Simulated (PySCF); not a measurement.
The scaffold SiH2(OH)-X carries different groups X. Gas-phase values, no solvent. One relaxed conformer stands for each flexible species; it need not be the lowest. Strings in code marks are SMILES.

Level of theory: PBE0-D4/def2-TZVP run with PySCF. All candidates: neutral, multiplicity 1. Delta-SCF ions had no search for a lower state. Excitations are Tamm–Dancoff values on a coarser integration grid. The basis has no diffuse functions, so Rydberg states are missing or too high.

The vertical ionisation energy (Delta-SCF) is 11.35 eV and the HOMO–LUMO gap is 8.25 eV. The T1 excitation (TDA) is 5.16 eV.

Task: Say which member has these values.
A. `[C-]#[N+][SiH2]O`
B. `O[SiH2][SeH]` (H–O–Si–Se torsion 47°, O–Si–Se–H torsion -98°)
C. `O[SiH2]C1CC1` (H–O–Si–C torsion 56°, O–Si–C–C torsion -156°)
D. `CC(C)[SiH2]O` (C–C–Si–O torsion -179°, C–Si–O–H torsion -78°)

Result: A, `[C-]#[N+][SiH2]O`. The others give `O[SiH2]C1CC1` (H–O–Si–C torsion 56°, O–Si–C–C torsion -156°): 10.12 eV, 8.54 eV, 6.84 eV; `CC(C)[SiH2]O` (C–C–Si–O torsion -179°, C–Si–O–H torsion -78°): 9.75 eV, 8.19 eV, 6.52 eV; `O[SiH2][SeH]` (H–O–Si–Se torsion 47°, O–Si–Se–H torsion -98°): 9.54 eV, 7.14 eV, 5.05 eV
